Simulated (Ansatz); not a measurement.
A first, cheap relaxation of CH4AlFSSi.

```yaml
crystal:
  periodic: [false, false, false]
  atoms:
    - {symbol: F, position_ang: [0.872800, -2.041200, -0.420900]}
    - {symbol: C, position_ang: [0.603400, -0.675300, -0.103800]}
    - {symbol: S, position_ang: [1.980500, 0.123400, 0.724800]}
    - {symbol: Al, position_ang: [-0.251100, 0.405100, -1.460600]}
    - {symbol: Si, position_ang: [-1.038500, -0.386600, 0.697300]}
    - {symbol: H, position_ang: [1.387800, 1.390300, 0.892400]}
    - {symbol: H, position_ang: [-0.192500, 1.660100, -2.423500]}
    - {symbol: H, position_ang: [-2.059700, -1.359900, 0.489100]}
    - {symbol: H, position_ang: [-1.214300, 0.837700, 1.588100]}
basis:
  gaussian: {orbitals: def2-SVP}
hamiltonian: {xc: pbe, dispersion: d4}
relax: {f_tol: 0.03, max_steps: 200}
```

```sh
$ ansatz run in.yaml --threads 4 --pin off --events-out ev --progress --plain --max-ram 10444MiB
```

It prints (some lines left out):

```
Functional definition: PBE
mean field -29098.11822596 eV, -1069.3361213912 hartree, gradient 3.8e-5 eV, S^2 0.000000; 1 other end points of the search recorded, 0 dependent functions left out
relax step   1: F+E_penalty+E_count = -29098.37928452 eV  Δ(F+E_penalty+E_count) = +0.000e0 eV  max|allowed force component| = 2.088e0 eV/Å  Δτ_max = 0.0000 Å  (42 SCF iters, accepted)
mean field -29098.76568314 eV, -1069.3599150037 hartree, gradient 2.7e-5 eV, S^2 0.000000; 0 other end points of the search recorded, 0 dependent functions left out
relax step   2: F+E_penalty+E_count = -29099.02338117 eV  Δ(F+E_penalty+E_count) = -6.441e-1 eV  max|allowed force component| = 1.864e0 eV/Å  Δτ_max = 0.1903 Å  (35 SCF iters, accepted)
mean field -29098.97494610 eV, -1069.3676052755 hartree, gradient 8.3e-6 eV, S^2 0.000000; 0 other end points of the search recorded, 0 dependent functions left out
relax step   3: F+E_penalty+E_count = -29099.23047506 eV  Δ(F+E_penalty+E_count) = -2.071e-1 eV  max|allowed force component| = 1.412e0 eV/Å  Δτ_max = 0.1947 Å  (36 SCF iters, accepted)
mean field -29099.13021578 eV, -1069.3733113310 hartree, gradient 7.7e-6 eV, S^2 0.000000; 0 other end points of the search recorded, 0 dependent functions left out
relax step   4: F+E_penalty+E_count = -29099.38592263 eV  Δ(F+E_penalty+E_count) = -1.554e-1 eV  max|allowed force component| = 9.746e-1 eV/Å  Δτ_max = 0.1667 Å  (35 SCF iters, accepted)
mean field -29099.29544395 eV, -1069.3793833544 hartree, gradient 2.5e-5 eV, S^2 0.000000; 0 other end points of the search recorded, 0 dependent functions left out
relax step   5: F+E_penalty+E_count = -29099.55211312 eV  Δ(F+E_penalty+E_count) = -1.662e-1 eV  max|allowed force component| = 1.338e0 eV/Å  Δτ_max = 0.1949 Å  (33 SCF iters, accepted)
mean field -29099.50992233 eV, -1069.3872652894 hartree, gradient 2.2e-5 eV, S^2 0.000000; 0 other end points of the search recorded, 0 dependent functions left out
relax step   6: F+E_penalty+E_count = -29099.76806229 eV  Δ(F+E_penalty+E_count) = -2.159e-1 eV  max|allowed force component| = 1.534e0 eV/Å  Δτ_max = 0.1948 Å  (35 SCF iters, accepted)
mean field -29099.75065993 eV, -1069.3961122331 hartree, gradient 2.1e-5 eV, S^2 0.000000; 0 other end points of the search recorded, 0 dependent functions left out
relax step   7: F+E_penalty+E_count = -29100.01080889 eV  Δ(F+E_penalty+E_count) = -2.427e-1 eV  max|allowed force component| = 1.177e0 eV/Å  Δτ_max = 0.1949 Å  (34 SCF iters, accepted)
mean field -29099.86761614 eV, -1069.4004102944 hartree, gradient 1.5e-5 eV, S^2 0.000000; 0 other end points of the search recorded, 0 dependent functions left out
relax step   8: F+E_penalty+E_count = -29100.12705594 eV  Δ(F+E_penalty+E_count) = -1.162e-1 eV  max|allowed force component| = 8.189e-1 eV/Å  Δτ_max = 0.2000 Å  (30 SCF iters, accepted)
mean field -29099.85184040 eV, -1069.3998305466 hartree, gradient 2.4e-5 eV, S^2 0.000000; 0 other end points of the search recorded, 0 dependent functions left out
relax step   9: F+E_penalty+E_count = -29100.11367550 eV  Δ(F+E_penalty+E_count) = +1.338e-2 eV  max|allowed force component| = 1.088e0 eV/Å  Δτ_max = 0.1933 Å  (35 SCF iters, rejected (line search))
mean field -29099.92221356 eV, -1069.4024167125 hartree, gradient 8.6e-6 eV, S^2 0.000000; 0 other end points of the search recorded, 0 dependent functions left out
relax step  10: F+E_penalty+E_count = -29100.18303848 eV  Δ(F+E_penalty+E_count) = -5.598e-2 eV  max|allowed force component| = 3.094e-1 eV/Å  Δτ_max = 0.0967 Å  (30 SCF iters, accepted)
mean field -29099.92871104 eV, -1069.4026554906 hartree, gradient 2.4e-5 eV, S^2 0.000000; 0 other end points of the search recorded, 0 dependent functions left out
relax step  11: F+E_penalty+E_count = -29100.18982289 eV  Δ(F+E_penalty+E_count) = -6.784e-3 eV  max|allowed force component| = 1.560e-1 eV/Å  Δτ_max = 0.0998 Å  (29 SCF iters, accepted)
mean field -29099.93373227 eV, -1069.4028400172 hartree, gradient 2.3e-5 eV, S^2 0.000000; 0 other end points of the search recorded, 0 dependent functions left out
relax step  12: F+E_penalty+E_count = -29100.19467077 eV  Δ(F+E_penalty+E_count) = -4.848e-3 eV  max|allowed force component| = 6.547e-2 eV/Å  Δτ_max = 0.0501 Å  (29 SCF iters, accepted)
mean field -29099.93381507 eV, -1069.4028430604 hartree, gradient 2.3e-5 eV, S^2 0.000000; 0 other end points of the search recorded, 0 dependent functions left out
relax step  13: F+E_penalty+E_count = -29100.19479480 eV  Δ(F+E_penalty+E_count) = -1.240e-4 eV  max|allowed force component| = 5.112e-2 eV/Å  Δτ_max = 0.0188 Å  (29 SCF iters, accepted)
mean field -29099.93409331 eV, -1069.4028532854 hartree, gradient 2.3e-5 eV, S^2 0.000000; 0 other end points of the search recorded, 0 dependent functions left out
relax step  14: F+E_penalty+E_count = -29100.19504130 eV  Δ(F+E_penalty+E_count) = -2.465e-4 eV  max|allowed force component| = 8.454e-3 eV/Å  Δτ_max = 0.0096 Å  (30 SCF iters, accepted)
mean field -29099.93409331 eV, -1069.4028532854 hartree, gradient 2.3e-5 eV, S^2 0.000000; 1 other end points of the search recorded, 0 dependent functions left out
Total energy: -29100.19507782 eV, -1069.4124442891 hartree
Atom 0 at     1.004614    -2.026345    -0.072565 Å, force     0.002689    -0.000679    -0.000865 eV/Å
Atom 1 at     0.496376    -0.768810    -0.178998 Å, force    -0.008454     0.000348    -0.004289 eV/Å
Atom 2 at     1.743419     0.584887     0.094979 Å, force     0.003765     0.007120     0.002537 eV/Å
Atom 3 at    -0.172117     0.693487    -1.402631 Å, force     0.006241    -0.004668     0.002780 eV/Å
Atom 4 at    -1.176002    -0.147274     0.564607 Å, force    -0.000513     0.000141     0.004800 eV/Å
Atom 5 at     1.491449     1.091328     1.361661 Å, force    -0.002835    -0.003579    -0.005138 eV/Å
Atom 6 at     0.040701     1.401747    -2.811513 Å, force    -0.000247     0.000049     0.001496 eV/Å
Atom 7 at    -2.200310    -1.243248     0.436393 Å, force    -0.000385     0.001094     0.000404 eV/Å
Atom 8 at    -1.139731     0.367828     1.990967 Å, force    -0.000262     0.000175    -0.001726 eV/Å
Dipole moment:    -0.009089     0.309641     0.064243 e Å
```

Run time 21 s (4 threads of an Arm Neoverse V1 on a shared host); peak host memory 0.19 GiB.
